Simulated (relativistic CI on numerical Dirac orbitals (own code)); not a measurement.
Method of calculation: Dirac-Coulomb-Breit CI, separate exchange-only KLI orbitals for each configuration, model QED, unscaled Slater integrals (own radial code, finite nucleus).

Configuration list (outside the closed core [Ar]): 3d10 4s2, 3d10 4s 4p, 3d10 4p2, 3d10 4s 4d, 3d10 4d2, 3d10 4s 4f, 3d10 4p 4d, 3d10 4f2, 3d10 4p 4f, 3d10 4d 4f, 3d10 4s 5s, 3d10 4s 5p, 3d10 4s 5d, 3d10 4s 5f, 3d10 4s 5g, 3d10 4s 6s, 3d10 4s 6p, 3d10 4s 6d, 3d10 4s 6f, 3d10 4s 7s, 3d9 4s2 4p, 3d9 4s2 4d, 3d9 4s2 4f, 3d9 4s2 5s, 3d9 4s2 5p, 3d9 4s2 5d. Double excitations out of closed p, d and f shells are left out; levels of such configurations are missing from the list, as are those of other unlisted configurations, and high levels can miss mixing partners. These lack a partner that the ground configuration has and come out too high: 3d9 4s2 4p, 3d9 4s2 4d, 3d9 4s2 4f, 3d9 4s2 5s, 3d9 4s2 5p.

At this charge energies of transitions that change n are usually good to better than 1 %, and those within a shell (Δn = 0) to a few per cent.

Outline of the computed level scheme of La XXVIII. Lowest level of each configuration: 3d10 4s2 1S_0 at 0.000 eV; 3d10 4s 4p 3P°_0 at 51.310 eV; 3d10 4p2 3P_0 at 119.271 eV; 3d10 4s 4d 3D_1 at 176.277 eV; 3d10 4p 4d 3F°_2 at 230.444 eV; 3d10 4s 4f 3F°_2 at 286.936 eV; 3d10 4p 4f 3G_3 at 343.858 eV; 3d10 4d2 3F_2 at 358.632 eV.

Some strong electric-dipole decays among the lowest 45 levels: 3d10 4s 4f 1F°_3 → 3d10 4s 4d 1D_2 (3.0e+11 s⁻¹); 3d10 4d2 3F_2 → 3d10 4p 4d 3D°_1 (3.0e+11 s⁻¹); 3d10 4p 4d 3D°_1 → 3d10 4p2 3P_0 (2.9e+11 s⁻¹); 3d10 4s 4d 1D_2 → 3d10 4s 4p 1P°_1 (2.7e+11 s⁻¹); 3d10 4p 4d 3D°_3 → 3d10 4p2 1D_2 (2.4e+11 s⁻¹); 3d10 4p 4f 3F_4 → 3d10 4p 4d 3D°_3 (2.3e+11 s⁻¹); 3d10 4s 4f 3F°_4 → 3d10 4s 4d 3D_3 (2.1e+11 s⁻¹); 3d10 4p 4d 1F°_3 → 3d10 4p2 3P_2 (2.0e+11 s⁻¹).

LS names give the leading component of a level, which can be under half, so a name can repeat, a term be missing and a line seem to break the LS rules.
